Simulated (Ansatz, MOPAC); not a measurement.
Spectroscopic constants of BeO+, multiplicity 2 (lowest of 2S+1 = 2, 4 at CCSD(T)/def2-TZVPP on PBE0 minima; our sources give no spin for the ground state, which may be another).

The constants come from a fifth-degree fit in 1/R (seven points, main isotopes). In def2 and cc sets the state is the lowest found near the PBE0 minimum, followed along R.

Programs: Ansatz (Gaussian basis) for Hartree–Fock, density functionals and correlated methods; MOPAC for PM3, PM6, PM7 (differences of heats of formation). Each number belongs to the level named beside it.

```tsv
level	r_e (Å)	ω_e (cm⁻¹)	B_e (cm⁻¹)	α_e (cm⁻¹)
PM3	1.470	1192	1.35	0.012
PM6	1.452	1431	1.39	0.011
PM7	1.453	1417	1.39	0.011
SVWN5/def2-TZVPP	1.427	1243	1.44	0.016
PBE/def2-TZVPP	1.439	1212	1.41	0.016
r2SCAN/def2-TZVPP	1.430	1252	1.43	0.016
B97M-V/def2-TZVPP	1.423	1271	1.44	0.016
B3LYP/def2-TZVPP	1.424	1259	1.44	0.016
PBE0/def2-TZVPP	1.422	1272	1.45	0.016
BHLYP/def2-TZVPP	1.409	1316	1.47	0.016
CAM-B3LYP/def2-TZVPP	1.419	1282	1.45	0.016
wB97X-V/def2-TZVPP	1.427	1269	1.44	0.016
wB97M-V/def2-TZVPP	1.426	1264	1.44	0.016
B2PLYP/def2-TZVPP	1.426	1258	1.44	0.016
CCSD/aug-cc-pVTZ	1.425	1281	1.44	0.016
CCSD/def2-TZVPP	1.426	1270	1.44	0.016
CCSD/aug-cc-pVQZ	1.419	1291	1.45	0.016
CCSD/def2-QZVPP	1.419	1292	1.45	0.016
CCSD(T)/aug-cc-pVTZ	1.430	1259	1.43	0.016
CCSD(T)/def2-TZVPP	1.432	1248	1.43	0.016
CCSD(T)/aug-cc-pVQZ	1.425	1269	1.44	0.016
CCSD(T)/def2-QZVPP	1.424	1270	1.44	0.016
CCSD(T)/CBS(aug-cc-pVTZ, aug-cc-pVQZ)	1.422	1276	1.45	0.016
```

Correlated levels freeze the inner cores; with def2 sets outer-core shells near the valence are correlated too. CBS: X⁻³ extrapolation of the correlation energy, Hartree–Fock from the larger set. The state that PM3, PM6, PM7 reach isn't checked; PM7 holds dispersion and hydrogen-bond terms.

Ansatz is a first-principles code.
